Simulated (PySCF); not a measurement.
Sn(Br)(I), BrISn, SMILES [Br][Sn][I], B3LYP/def2-SVP optimised geometry.

```
3

Sn    -1.00    -1.36     0.00
Br     1.57    -1.36     0.00
I     -1.57     1.36     0.00
```

Density from B3LYP/def2-TZVP, def2 effective core potentials past Kr in PySCF 2.14.0 at that geometry. The core electrons that the potentials of I, Sn replace are not part of the density.

Minimum of the electron density along straight lines between bonded atoms, close to the bond critical point (lines longer than 1.1 times the sum of covalent radii, or with two minima, are not listed):

```json
[
 {"bond": "Sn1–Br2", "length / Å": "2.565", "ρ at the minimum / e bohr⁻³": "0.066", "∇²ρ there / e bohr⁻⁵": "0.10", "position (fraction from the first atom)": "0.47"},
 {"bond": "Sn1–I3", "length / Å": "2.778", "ρ at the minimum / e bohr⁻³": "0.057", "∇²ρ there / e bohr⁻⁵": "0.05", "position (fraction from the first atom)": "0.46"}
]
```
